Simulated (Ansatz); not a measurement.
```yaml
crystal:
  periodic: [false, false, false]
  atoms:
    - {symbol: C, position_ang: [1.854095, -1.815569, -0.249918]}
    - {symbol: C, position_ang: [0.702695, -0.890213, -0.477728]}
    - {symbol: C, position_ang: [0.002720, -0.885245, -1.675534]}
    - {symbol: C, position_ang: [-1.062070, -0.020352, -1.870316]}
    - {symbol: C, position_ang: [-1.448410, 0.857523, -0.870399]}
    - {symbol: C, position_ang: [-0.778536, 0.888688, 0.344111]}
    - {symbol: Xx, position_ang: [-1.181217, 1.828664, 1.434147]}
    - {symbol: C, position_ang: [0.296204, 0.005582, 0.521645]}
    - {symbol: C, position_ang: [0.999985, 0.018879, 1.761542]}
    - {symbol: N, position_ang: [1.567807, 0.029109, 2.764640]}
    - {symbol: H, position_ang: [2.027920, -2.442993, -1.123980]}
    - {symbol: H, position_ang: [1.673993, -2.464348, 0.611212]}
    - {symbol: H, position_ang: [2.770422, -1.258967, -0.036427]}
    - {symbol: H, position_ang: [0.298320, -1.569006, -2.463245]}
    - {symbol: H, position_ang: [-1.597395, -0.030589, -2.812982]}
    - {symbol: H, position_ang: [-2.282716, 1.530923, -1.031216]}
    - {symbol: H, position_ang: [-0.357174, 2.493796, 1.705278]}
    - {symbol: H, position_ang: [-1.456267, 1.284887, 2.341685]}
    - {symbol: H, position_ang: [-2.030356, 2.439229, 1.127496]}
basis:
  gaussian: {orbitals: aug-cc-pVTZ}
hamiltonian: {xc: {name: HF}}
```

```sh
$ ansatz run in.yaml --threads 2 --pin off --events-out ev --progress --plain --max-ram 32768MiB --backend cpu
```

It prints (some lines left out):

```
Error: YAML parse error: error: line 10 column 16: `Xx` is not an element symbol (H … Og, case-exact)
 8 |     - {symbol: C, position_ang: [-1.448410, 0.857523, -0.870399]}
 9 |     - {symbol: C, position_ang: [-0.778536, 0.888688, 0.344111]}
10 |     - {symbol: Xx, position_ang: [-1.181217, 1.828664, 1.434147]}
11 |     - {symbol: C, position_ang: [0.296204, 0.005582, 0.521645]}
12 |     - {symbol: C, position_ang: [0.999985, 0.018879, 1.761542]}
```

Q: What is wrong with this run?

A: An element symbol is wrong. The input was rejected before any iteration.
